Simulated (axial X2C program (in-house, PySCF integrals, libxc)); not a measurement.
# Outer orbitals of BiCl at 2.503 Å, M06

Calculated with an axial X2C code built on PySCF integrals. Spin-free means the one-electron spin-free X2C Hamiltonian; two-component (2c) means X2C with spin–orbit coupling and atomic mean-field two-electron Coulomb and Gaunt terms, so the difference of the two also holds small scalar two-electron terms. Basis: Bi dyall-cv3z [12s14p10d6f1g], Cl dyall-av3z [9s8p3d2f] (cores contracted in-house); Gaussian nuclei, density fitting, unrestricted open shells. Masses: Bi 208.980 u, Cl 34.969 u.

The distance is close to the 2c PBE0 minimum; the highest filled and lowest empty levels are listed.

Spin-free orbitals, state M_S = 1, Λ = 0 (beyond evenly filled blocks: π+α, π-α) (Löwdin shares):

```json
{"symmetry": "σα", "occupied": "yes", "ε (eV)": "-30.62", "atomic character": "99% Bi d"}
{"symmetry": "π-α", "occupied": "yes", "ε (eV)": "-30.52", "atomic character": "100% Bi d"}
{"symmetry": "π+α", "occupied": "yes", "ε (eV)": "-30.52", "atomic character": "100% Bi d"}
{"symmetry": "σβ", "occupied": "yes", "ε (eV)": "-30.52", "atomic character": "99% Bi d"}
{"symmetry": "π-β", "occupied": "yes", "ε (eV)": "-30.41", "atomic character": "100% Bi d"}
{"symmetry": "π+β", "occupied": "yes", "ε (eV)": "-30.41", "atomic character": "100% Bi d"}
{"symmetry": "δ+α", "occupied": "yes", "ε (eV)": "-30.39", "atomic character": "100% Bi d"}
{"symmetry": "δ-α", "occupied": "yes", "ε (eV)": "-30.39", "atomic character": "100% Bi d"}
{"symmetry": "δ+β", "occupied": "yes", "ε (eV)": "-30.21", "atomic character": "100% Bi d"}
{"symmetry": "δ-β", "occupied": "yes", "ε (eV)": "-30.21", "atomic character": "100% Bi d"}
{"symmetry": "σα", "occupied": "yes", "ε (eV)": "-22.29", "atomic character": "87% Cl s, 4% Bi p, 4% Bi s"}
{"symmetry": "σβ", "occupied": "yes", "ε (eV)": "-22.13", "atomic character": "87% Cl s, 4% Bi p, 4% Bi d"}
{"symmetry": "σα", "occupied": "yes", "ε (eV)": "-16.15", "atomic character": "76% Bi s, 14% Cl p, 5% Cl s"}
{"symmetry": "σβ", "occupied": "yes", "ε (eV)": "-15.37", "atomic character": "74% Bi s, 15% Cl p, 5% Cl s"}
{"symmetry": "σα", "occupied": "yes", "ε (eV)": "-9.65", "atomic character": "68% Cl p, 23% Bi p, 5% Bi s"}
{"symmetry": "σβ", "occupied": "yes", "ε (eV)": "-9.44", "atomic character": "66% Cl p, 23% Bi p, 7% Bi s"}
{"symmetry": "π-α", "occupied": "yes", "ε (eV)": "-8.98", "atomic character": "89% Cl p, 8% Bi p"}
{"symmetry": "π+α", "occupied": "yes", "ε (eV)": "-8.98", "atomic character": "89% Cl p, 8% Bi p"}
{"symmetry": "π+β", "occupied": "yes", "ε (eV)": "-8.72", "atomic character": "92% Cl p, 6% Bi p"}
{"symmetry": "π-β", "occupied": "yes", "ε (eV)": "-8.72", "atomic character": "92% Cl p, 6% Bi p"}
{"symmetry": "π+α", "occupied": "yes", "ε (eV)": "-5.89", "atomic character": "85% Bi p, 9% Cl p, 4% Cl d"}
{"symmetry": "π-α", "occupied": "yes", "ε (eV)": "-5.89", "atomic character": "85% Bi p, 9% Cl p, 4% Cl d"}
{"symmetry": "π-β", "occupied": "no", "ε (eV)": "-3.63", "atomic character": "87% Bi p, 7% Cl p, 5% Cl d"}
{"symmetry": "π+β", "occupied": "no", "ε (eV)": "-3.63", "atomic character": "87% Bi p, 7% Cl p, 5% Cl d"}
{"symmetry": "σα", "occupied": "no", "ε (eV)": "-2.11", "atomic character": "63% Bi p, 15% Cl p, 10% Bi d"}
{"symmetry": "σβ", "occupied": "no", "ε (eV)": "-1.89", "atomic character": "61% Bi p, 15% Cl p, 11% Bi d"}
```

Spinors with spin–orbit coupling (state Ω = 0):

```json
{"ω": "1/2", "occupied": "yes", "ε (eV)": "-31.90", "atomic character": "100% Bi d", "λ mixture": "59% π, 41% σ"}
{"ω": "3/2", "occupied": "yes", "ε (eV)": "-31.82", "atomic character": "100% Bi d", "λ mixture": "79% δ, 21% π"}
{"ω": "1/2", "occupied": "yes", "ε (eV)": "-28.97", "atomic character": "99% Bi d", "λ mixture": "59% σ, 41% π"}
{"ω": "3/2", "occupied": "yes", "ε (eV)": "-28.88", "atomic character": "100% Bi d", "λ mixture": "79% π, 21% δ"}
{"ω": "5/2", "occupied": "yes", "ε (eV)": "-28.80", "atomic character": "100% Bi d", "λ mixture": "100% δ"}
{"ω": "1/2", "occupied": "yes", "ε (eV)": "-21.83", "atomic character": "87% Cl s, 4% Bi p, 4% Bi d", "λ mixture": "100% σ"}
{"ω": "1/2", "occupied": "yes", "ε (eV)": "-15.35", "atomic character": "75% Bi s, 15% Cl p, 5% Cl s", "λ mixture": "100% σ"}
{"ω": "1/2", "occupied": "yes", "ε (eV)": "-9.32", "atomic character": "62% Cl p, 29% Bi p, 6% Bi s", "λ mixture": "92% σ, 8% π"}
{"ω": "1/2", "occupied": "yes", "ε (eV)": "-8.64", "atomic character": "88% Cl p, 9% Bi p", "λ mixture": "94% π, 6% σ"}
{"ω": "3/2", "occupied": "yes", "ε (eV)": "-8.39", "atomic character": "92% Cl p, 5% Bi p", "λ mixture": "100% π"}
{"ω": "1/2", "occupied": "yes", "ε (eV)": "-6.07", "atomic character": "76% Bi p, 16% Cl p, 4% Cl d", "λ mixture": "91% π, 9% σ"}
{"ω": "3/2", "occupied": "no", "ε (eV)": "-3.06", "atomic character": "87% Bi p, 6% Cl p, 4% Cl d", "λ mixture": "100% π"}
{"ω": "1/2", "occupied": "no", "ε (eV)": "-1.77", "atomic character": "65% Bi p, 14% Cl p, 10% Bi d", "λ mixture": "94% σ, 6% π"}
{"ω": "1/2", "occupied": "no", "ε (eV)": "0.46", "atomic character": "34% Cl s, 29% Cl p, 25% Bi p", "λ mixture": "96% σ, 4% π"}
{"ω": "1/2", "occupied": "no", "ε (eV)": "0.83", "atomic character": "57% Cl p, 37% Cl s, 5% Bi s", "λ mixture": "99% σ, 1% π"}
```

One partner of each degenerate Kramers or spin pair is listed.

(1) How does the gap between the highest filled and lowest empty level change from the spin-free to the 2c table?

Mulliken charges and populations of the two-component result (they depend on the basis, above all on diffuse functions):

Bi 0.44 e (s 11.95 p 26.54 d 30.05 f 14.02), Cl -0.44 e (s 5.99 p 11.41 d 0.03).

One determinant describes the state; a PBE0 search over occupations chose it and may have missed a lower one. PBE0 can misorder states that lie within some tenths of an eV, so this need not be the ground state of the molecule. The nearest other spin-free determinant of the search, M_S = 0, Λ = 2, lies 0.78 eV up at the distance of the search. The 2c closed shell (π1/2)² is the Ω = 0⁺ component of the spin-free π² triplet, mixed with the ¹Σ⁺ state; no single spin-free determinant represents it.

## Answers

(1) From 2.26 to 3.01 eV at M06, a change of 0.75 eV.
